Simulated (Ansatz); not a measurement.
Reaction (substitution at a C–Si bond): `[SiH3][CH2][SbH2]` + H₂S → `S[CH2][SbH2]` + SiH₄

Program: Ansatz. Geometries: PBE0-D4/def2-TZVP. ΔE: electronic, gas phase. CCSD(T)/CBS adds triple-zeta CCSD(T) − MP2 to the extrapolated MP2 energy (def2 sets, frozen cores). This one scheme is used for every species. Functionals use def2-TZVPP. HSE06 is defined as in plane-wave codes. def2 core potentials past Kr. For Sb outer-core shells are correlated without core-valence functions, which leaves a few kJ/mol of doubt a bond. One conformer a species, not always the lowest.

(1) Is it downhill or uphill in electronic energy at CCSD(T)/CBS, and by how much? (An estimate is asked.)

(2) What do these levels give: HSE06-D4, BHLYP-D4, CAM-B3LYP-D4, ωB97X-V, PBE-QIDH, BLYP, r2SCANh, RPA@PBE/def2-TZVPP, HF/def2-SVP, MP2/def2-TZVPP, CCSD(T)/def2-TZVPP, MP2/CBS(def2)? (An estimate is asked.)

Largest T1 diagnostic among the species: 0.013.

Results:

(1) The calculation gave: Uphill: ΔE = +64.1 kJ/mol.

(2) Computed: HSE06-D4 62.9, BHLYP-D4 63.0, CAM-B3LYP-D4 61.7, ωB97X-V 60.6, PBE-QIDH 64.0, BLYP 54.4, r2SCANh 63.9, RPA@PBE/def2-TZVPP 60.1, HF/def2-SVP 62.2, MP2/def2-TZVPP 64.4, CCSD(T)/def2-TZVPP 64.5, MP2/CBS(def2) 64.0 kJ/mol.

Leaving LDA and LC-ωPBE aside and taking each functional with its dispersion term where it has one, the values, not all of them listed here, spread over 8.2 kJ/mol, from BLYP-D4 to B97M-V. LDA lies +5.0 kJ/mol from PBE without D4. In def2-TZVPP, CCSD(T) changes the Hartree–Fock value by +6.0 kJ/mol (the triples alone add −0.3 kJ/mol) and MP2 by +5.9 kJ/mol. From BLYP to BHLYP (50 % exact exchange), in def2-TZVPP and without D4, ΔE moves by +5.8 kJ/mol.
